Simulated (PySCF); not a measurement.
## ScSe₂: from structure and modes to constants

Level of theory: UB3LYP/[Sc def2-SVP, Se def2-SVP], no relativity, density fitting, PySCF.

The doublet minimum has C2v symmetry. Masses (u): Sc 44.95591, Se 79.91652.

```xyz
3
charge 0 multiplicity 2, angstrom
Sc   -0.0121    0.0000   -1.6698
Se   -1.2164    0.0000    0.4785
Se    1.2233    0.0000    0.4608
```

Harmonic wavenumbers (cm⁻¹): 232.0 (a1, ×1), 240.0 (b2, ×1), 371.5 (a1, ×1).

Problem. What is the harmonic zero-point energy?

Solution. Half the sum of all 3 wavenumbers, 844/2 = 422 cm⁻¹, which is 5.0 kJ/mol (1 cm⁻¹ = 0.0119627 kJ/mol).

Problem. Find the vibrational entropy and heat capacity at 298.15 K.

Solution. With u = 1.43878 ω/T, each mode gives S = R[u/(eᵘ−1) − ln(1−e⁻ᵘ)] and C = R u² eᵘ/(eᵘ−1)².
| ω (cm⁻¹) | u | S (J/(mol K)) | C (J/(mol K)) |
| --- | --- | --- | --- |
| 232.0 | 1.120 | 7.79 | 7.50 |
| 240.0 | 1.158 | 7.54 | 7.44 |
| 371.5 | 1.793 | 4.49 | 6.40 |
The sums over all modes are S = 19.8 and C = 21.3 J/(mol K); the softest mode gives 39 % of the entropy.

Other isomers or separated fragments may lie lower. With open d or f shells other occupations or spin states may lie lower.
